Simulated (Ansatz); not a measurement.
# The HOMO–LUMO gap down a group: B to In

One atom is swapped for its congeners: B(SeH)F2; Al(SeH)F2; In(SeH)F2. The Ga member is missing. All are singlets with charge 0.

Shapes, held fixed at every level: PBE0-D4/def2-TZVP. Programs: Ansatz 0.2.0. Values in eV.

```json
{"level": "PBE-D4/def2-TZVPP", "B(SeH)F2": "5.68", "Al(SeH)F2": "4.74", "In(SeH)F2": "3.44"}
{"level": "r2SCAN-D4/def2-TZVPP", "B(SeH)F2": "6.31", "Al(SeH)F2": "5.46", "In(SeH)F2": "3.93"}
{"level": "B3LYP-D4/def2-TZVPP", "B(SeH)F2": "7.22", "Al(SeH)F2": "6.17", "In(SeH)F2": "4.92"}
{"level": "BHLYP-D4/def2-TZVPP", "B(SeH)F2": "9.61", "Al(SeH)F2": "8.45", "In(SeH)F2": "7.33"}
{"level": "PBE0-D4/def2-TZVPP", "B(SeH)F2": "7.77", "Al(SeH)F2": "6.74", "In(SeH)F2": "5.48"}
{"level": "wB97X-V/def2-TZVPP", "B(SeH)F2": "12.14", "Al(SeH)F2": "10.98", "In(SeH)F2": "9.82"}
{"level": "wB97M-V/def2-TZVPP", "B(SeH)F2": "11.70", "Al(SeH)F2": "10.52", "In(SeH)F2": "9.55"}
```

At wB97M-V/def2-TZVPP the HOMO–LUMO gap falls at every step, from 11.70 to 9.55 eV. Every level shows the same order. For atoms past krypton def2 sets carry core potentials with scalar relativity. Relativity is left out for Se unless named. Orbital gaps aren't excitation energies, and the LUMO depends on the basis.
